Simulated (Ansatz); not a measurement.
Stretching the Sn1–H4 bond in CH6OSn (SMILES C[O][SnH3]) (multiplicity 1 held, fragments rigid). Energies count from the point at 1.714 Å.
Geometry at that point (charge 0, multiplicity 1):
```xyz
9

Sn     0.56359    -0.14213     0.07114
O     -1.10912     0.87442    -0.23960
C     -2.34967     0.19759    -0.23043
H      0.67859    -1.33287    -1.15660
H      1.77658     1.04855    -0.02641
H      0.44543    -0.86791     1.61959
H     -2.55890    -0.28012     0.73609
H     -2.41219    -0.57269    -1.01076
H     -3.13790     0.93060    -0.41939
```

Restricted levels (R-, RO-) in cc, def2 and unpolarised 6-31G sets keep to the state of the molecule at rest. Unrestricted levels (U-) break spin symmetry where that is lower. Active spaces are followed from a long bond inwards. Curves can end on different states.

Correlated levels freeze the cores. Filled d and f shells under p-block atoms count as core.

Run with Ansatz (Gaussian basis) for Hartree–Fock, density functionals and correlated methods. Each number belongs to the level named beside it. In def2 rows elements past Kr take small-core potentials, without spin–orbit coupling.

Energies in eV.

```csv
R (Å),R-HF/def2-TZVPP,U-r2SCAN/def2-TZVPP,U-B3LYP/def2-TZVPP,R-wB97X-V/def2-TZVPP,R-SCS-MP2/def2-TZVPP,"SC-NEVPT2 on CASSCF(2,2)/def2-TZVPP"
1.371,1.36,1.28,1.31,1.28,1.39,1.42
1.543,0.25,0.24,0.25,0.23,0.27,0.29
1.714,0.00,0.00,0.00,0.00,0.00,0.00
1.886,0.19,0.17,0.16,0.19,0.17,0.14
2.057,0.61,0.52,0.51,0.58,0.55,0.48
2.314,1.39,1.18,…,1.32,1.27,1.11
2.571,2.20,1.85,1.82,2.07,2.01,1.73
3.000,3.42,2.61,2.68,3.20,3.05,2.51
3.428,4.42,2.95,3.06,4.11,3.81,2.94
3.943,5.33,3.13,3.22,4.93,4.35,3.16
4.628,6.19,3.21,…,5.70,4.54,3.23
5.485,6.86,3.23,3.29,6.29,4.15,3.25
```

Question: Complete the blanks.

Answer: 
- 2.314, U-B3LYP/def2-TZVPP: 1.16
- 4.628, U-B3LYP/def2-TZVPP: 3.28

Doubts at one or more of the structures used: a restricted determinant that unrestricted orbitals would lower (R-HF/def2-TZVPP, R-wB97X-V/def2-TZVPP, R-SCS-MP2/def2-TZVPP); a spin-contaminated determinant (U-r2SCAN/def2-TZVPP, U-B3LYP/def2-TZVPP).

Ansatz is a quantum-chemistry and plane-wave program.
